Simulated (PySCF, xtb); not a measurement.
BClH, SMILES [BH]Cl, multiplicity 2.

Harmonic wavenumbers (cm⁻¹) from GFN2-xTB in xtb at its own minimum, in rising order: 799, 926, 2599.

### Question
What does PBE0-D3(BJ)/def2-TZVPD (PySCF) give at its own minimum? (The exact figures need the calculation; the answer reports its results.)

### Answer
843, 907, 2641. Paired by order, the mean absolute difference is 35 cm⁻¹ and the zero-point energies are 6.2 and 6.3 kcal/mol.
